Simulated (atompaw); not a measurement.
Pd (Z = 46): one change to a PAW (atompaw) potential, before and after

atompaw 4.2.0.5 input, output lines left out:

```
Pd 46
GGA-PBE scalarrelativistic loggrid 1500 logderivrange -9 5 351
5 5 4 0 0 0
5 0 0
5 1 0
4 2 9.5
0 0 0
c
c
c
v
v
c
c
v
v
c
v
2
2.10 1.50 2.05 1.10
n
n
y
-0.1
n
custom polynom gramschmidtortho besselshape
3 0.5 troulliermartins
1.35
1.90
1.75
1.55
2.10
2.10
```

Change: local potential troulliermartins scheme with l = 3 at 0.5 Ry, radius 1.30 bohr.

Cutoffs: the cutoffs (Ry, on a coarse ladder) from which the occupation-weighted sum of valence levels, in a spherical-Bessel basis at the reference potential, stays within 10 and 1 mRy of its value at 400 Ry; they do not see the model core or the augmentation charge, which bear on the density cutoff.

What does the change do?

The potential gets neither clearly harder nor softer (40 Ry and 60 Ry → 40 Ry and 55 Ry); both files keep a bound ghost (p); the range in which the s phases agree narrows (upper end at the end of the scan → 0.3).

| quantity | base | changed |
| --- | --- | --- |
| cutoff, loose | 40 Ry | 40 Ry |
| cutoff, tight | 60 Ry | 55 Ry |
| bound ghosts | p | p |
| s: phases at 2.12 bohr within 0.05 rad from the reference energy up to (Ry; the scan ends near 5) | to the end of the scan | 0.3 |
| p: phases at 2.12 bohr within 0.05 rad from the reference energy up to (Ry; the scan ends near 5) | to the end of the scan | to the end of the scan |
| d: phases at 2.12 bohr within 0.05 rad from the reference energy up to (Ry; the scan ends near 5) | 3.5 | 4.0 |
| lowest overlap eigenvalue by channel | s 0.55, p 0.94, d 0.91 | s 0.60, p 0.93, d 0.91 |

 A true bound ghost makes a file unfit for plane-wave use even where its test errors are small: the radial tests pick states by their node count and pass the ghost by. The cutoffs see the waves, projectors and local potential, not the compensation charge or the core.
